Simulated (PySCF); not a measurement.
hydrogen selenide (H2Se), singlet, at a GFN2-xTB geometry. Base run: PySCF with HF/STO-3G.

Here is a job for PySCF.
```python
from pyscf import gto, scf

mol = gto.M(
    atom='''
Se   -0.002122    0.055731   -0.001401
H    -0.991565   -0.986707    0.017580
H     1.063712   -0.908138    0.030069
''',
    basis='sto-3g',
    charge=0,
    spin=0,
    verbose=4,
    symmetry=True,
)

mf = scf.RHF(mol)
mf.kernel()
mf.analyze()
```

Variants of this job, named by their change:

```
change                     ΔE vs base (mEh)  point group used  SCF cycles        outcome
-------------------------  ----------------  ----------------  ----------  -------------
base                                  0.000                Cs           6      converged
irrep_nelec = A':28 A":8              764.4                Cs           6      converged
irrep_nelec = A':24 A":12                 -                 -           -  input refused
symmetry = off                        0.000                C1           6      converged
```

- irrep_nelec = A':24 A":12: ended with `ValueError: More electrons than orbitals for irrep A" nelec = 6 + 6, norb = 5`
